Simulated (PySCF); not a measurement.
Geometry:
| atom | x (Å) | y (Å) | z (Å) |
| --- | --- | --- | --- |
| O1 | 1.574 | 1.243 | 1.025 |
| Si2 | 1.728 | -0.274 | 0.495 |
| O3 | 3.100 | -0.390 | -0.332 |
| O4 | 0.458 | -0.634 | -0.504 |
| Si5 | -0.976 | -0.532 | -1.183 |
| C6 | -2.131 | 0.191 | 0.220 |
| F7 | -1.518 | 1.192 | 0.908 |
| F8 | -3.293 | 0.713 | -0.217 |
| F9 | -2.463 | -0.726 | 1.151 |
| H10 | 0.749 | 1.568 | 1.380 |
| H11 | 1.734 | -1.322 | 1.487 |
| H12 | 3.507 | 0.373 | -0.737 |
| H13 | -0.997 | 0.465 | -2.246 |
| H14 | -1.474 | -1.866 | -1.469 |

Computed data (PySCF 2.14): shieldings: GIAO PBE0/pcSseg-1, GFN2-xTB geometry. Equivalent nuclei averaged, no solvent model, non-relativistic, single conformer.

Referencing at the same level of theory: $^{13}$C (σ = 186.93 ppm), $^{1}$H (σ = 31.72 ppm), $^{29}$Si (σ = 349.16 ppm) against TMS; $^{17}$O (σ = 336.08 ppm) vs H2O; $^{19}$F (σ = 170.95 ppm) vs CFCl3.

| atoms | nucleus | count | δ (ppm) |
| --- | --- | --- | --- |
| H10/H12 | $^{1}$H | 2 | ? |
| O4 | $^{17}$O | 1 | ? |
| F7/F8/F9 | $^{19}$F | 3 | -81.1 |
| Si2 | $^{29}$Si | 1 | -65.5 |
| Si5 | $^{29}$Si | 1 | -45.2 |
| H13/H14 | $^{1}$H | 2 | 5.05 |
| O1/O3 | $^{17}$O | 2 | 54.5 |
| H11 | $^{1}$H | 1 | ? |
| C6 | $^{13}$C | 1 | 139.1 |

Problem. Estimate the values marked ?.

Solution. 
- H11: 4.40 ppm, hydrogen on a silicon bonded to 3 O
- H10/H12: 2.71 ppm, hydrogen on an oxygen bonded to Si; exchangeable; this is the value without hydrogen bonding to other molecules
- O4: 66.0 ppm, oxygen bonded to 2 Si

OH/NH shifts are gas-phase values; hydrogen bonding in solution moves them, usually downfield. Shifts are as computed. Against solution values, carbons near 30 ppm lie about +3 ppm off and those near 130 ppm about +5 ppm. Of 1309 compounds with measured shifts, 239 miss one by over three times the rms of a fit or turn the order of signals round; such compounds aren't used in these exercises. Unscaled 19F shifts against computed CFCl3 carry errors that often reach 10 to 50 ppm. Experimental scales use liquid or dissolved standards, which lie at an offset from isolated H2O (liquid H2O: subtract about 36 ppm).
